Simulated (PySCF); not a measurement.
## Ionisation energy of As by level of theory

As [Ar] 3d10 4s2 4p3 (4S) → As+ [Ar] 3d10 4s2 4p2 (3P), as a difference of total energies. Calculation: PySCF 2.14, in x2c-TZVPPall (6s5p4d1f, 48 functions); the spin-free X2C one-electron Hamiltonian (Gaussian nucleus). Correlated levels: valence: [Ar] 3d10 frozen. The calculations carry no spin-orbit coupling.

```json
{"method": "UHF", "ionisation energy (eV)": "9.436"}
{"method": "MP2 (valence)", "ionisation energy (eV)": "9.909"}
{"method": "SCS-MP2 (valence)", "ionisation energy (eV)": "9.763"}
{"method": "CCSD (valence)", "ionisation energy (eV)": "9.879"}
{"method": "CCSD(T) (valence)", "ionisation energy (eV)": "9.910"}
{"method": "CCSDT (valence)", "ionisation energy (eV)": "9.913"}
```

Problem. How much does correlation contribute at CCSD(T) (valence)?

Solution. 9.910 − (9.436) = 0.474 eV, measured against UHF.

A first-order spin-orbit estimate (lowest level to lowest level, LS coupling) adds -0.190 eV.

Errors of the correlated levels include the incompleteness of this basis and the frozen core.

For comparison: 9.789 eV (measured; NIST Atomic Spectra Database, ionization energies).
